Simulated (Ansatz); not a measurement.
Cd(NH2)2 (CdN2H4), relaxed as a singlet with RKS r2SCAN-D4/def2-TZVP in Ansatz, starting from the GFN1-xTB geometry. Force threshold 0.02 eV/Å.

In the def2 sets Cd takes a core potential; there is no spin–orbit coupling.

Start:

```xyz
7

Cd    0.2451   -0.5103   -0.3791
N     1.4973    0.1226    1.2412
H     2.2891   -0.5094    1.2966
H     1.8759    0.9934    0.8798
N    -1.6851    0.2512   -0.9228
H    -2.2990   -0.2361   -0.2760
H    -1.9232   -0.1114   -1.8398
```

```
step  energy (eV)  largest force component (eV/Å)  SCF passes
   1   -7610.6501                           1.292          18
   2   -7610.9895                           0.747          21
   3   -7611.1710                           0.484          28
   4   -7611.2790                           0.356          28
   5   -7611.3006                           0.280          21
   6   -7611.3211                           0.065          20
   7   -7611.3212                           0.071          22
   8   -7611.3224                           0.006          22
```

Force components are those of the run's own axes.

End:

```xyz
7

Cd   -0.0291    0.0540    0.0459
N     1.6176    0.1472    1.1939
H     2.2134   -0.6654    1.0653
H     2.1918    0.9538    0.9648
N    -1.7740    0.1463   -0.9467
H    -2.5121   -0.3531   -0.4581
H    -1.7076   -0.2827   -1.8651
```

By distances, no bond broke or formed. The bond that changes most is Cd1–N5, from 2.14 to 2.01 Å (atoms count from 1).

No frequencies were taken in this run, so the end may be a saddle point.

Hardware: 4 threads of Arm Neoverse V1 on a shared host. Wall time 11 s.
